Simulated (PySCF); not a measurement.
Nb(O)(F)(Me)2 (C2H6FNbO), SMILES [CH3][Nb]([CH3])(=[O])[F], multiplicity 1. The structure is a stationary point at PBE0-D3(BJ)/def2-SVP. The spin state was assumed, not searched. The def2 effective core potentials stand for the cores of Nb; spin–orbit coupling is left out.

Computed equilibrium geometry at PBE0-D3(BJ)/def2-SVP (PySCF confirms it by a frequency run) as Cartesian coordinates in Å, and its point group:
point group Cs.
```xyz
11

Nb     0.0401     0.0784     0.0000
O      1.7243     0.1718     0.0000
F     -0.7538     1.7741     0.0000
C     -0.4535    -1.0675    -1.7396
H     -0.0591    -2.0914    -1.6055
H     -1.5477    -1.1240    -1.8774
H      0.0001    -0.6570    -2.6567
C     -0.4535    -1.0675     1.7396
H      0.0001    -0.6570     2.6567
H     -1.5477    -1.1240     1.8774
H     -0.0591    -2.0914     1.6055
```
Charge 0, spin multiplicity 1.
